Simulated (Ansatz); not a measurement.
Consider the ligand exchange at the Sn–Se bond: `[CH3][SnH2][SeH]` + `N=CO` → `[CH3][SnH2][O]C=N` + H₂Se.

Program: Ansatz. Geometries: PBE0-D4/def2-TZVP. ΔE: electronic, gas phase. CBS: MP2 limit from def2 TZ/QZ plus the TZ coupled-cluster correction, frozen cores. This one scheme is used for every species. Functionals use def2-TZVPP. B3LYP here is the variant with VWN-RPA as its local correlation; programs differ in this. def2 core potentials past Kr. For Se, Sn outer-core shells are correlated without core-valence functions, which leaves a few kJ/mol of doubt a bond. Scalar relativity is left out up to krypton. One conformer a species, not always the lowest.

Question: Is it downhill or uphill in electronic energy at CCSD(T)/CBS, and by how much? (Estimate.)

Answer: Computed: Uphill: ΔE = +0.64 eV.

Question: What do these levels give: PBE-D4, r2SCAN-D4, B3LYP-D4, PBE, MP2/def2-QZVPP, SCS-MP2/def2-QZVPP? (Best estimate.)

Answer: Ansatz gave: PBE-D4 0.67, r2SCAN-D4 0.64, B3LYP-D4 0.63, PBE 0.69, MP2/def2-QZVPP 0.67, SCS-MP2/def2-QZVPP 0.63 eV.

Largest T1 diagnostic among the species: 0.014.

In def2-TZVPP, CCSD(T) changes the Hartree–Fock value by −0.14 eV (the triples alone add −0.03 eV) and MP2 by −0.09 eV. From PBE to PBE0 (25 % exact exchange), in def2-TZVPP and without D4, ΔE moves by +0.06 eV. The D4 term adds −0.04 eV with B3LYP and −0.02 eV with PBE0; it sums over pairs of atoms, weighted by their polarisabilities, and B3LYP, whose exchange is more repulsive, gets the larger term.
